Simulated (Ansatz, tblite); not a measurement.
Forces on [CuCl4]- (CuCl₄⁻) at its r2SCAN-D4/def2-SVPD geometry. Charge -1, multiplicity 1.

The xTB rows come from tblite.

GFN1-xTB (tblite), largest force 0.41 eV/Å:

```xyz
5
positions Å, forces eV/Å
Cu    0.000    0.000    0.000    0.000    0.001    0.000
Cl   -0.485   -1.926   -0.974    0.090    0.355    0.180
Cl   -1.691    0.959   -1.055    0.311   -0.177    0.194
Cl    0.489    1.928    0.968   -0.090   -0.355   -0.178
Cl    1.687   -0.961    1.061   -0.311    0.176   -0.196
```

GFN2-xTB (tblite), largest force 0.66 eV/Å:

```
Cu 0.000 0.001 0.000
Cl 0.145 0.577 0.293
Cl 0.507 -0.288 0.315
Cl -0.147 -0.578 -0.289
Cl -0.505 0.288 -0.319
```

r2SCAN-D4/def2-TZVPD (Ansatz), largest force 0.31 eV/Å:

```
Cu 0.000 0.001 0.000
Cl 0.068 0.269 0.137
Cl 0.236 -0.135 0.146
Cl -0.068 -0.269 -0.134
Cl -0.236 0.134 -0.149
```
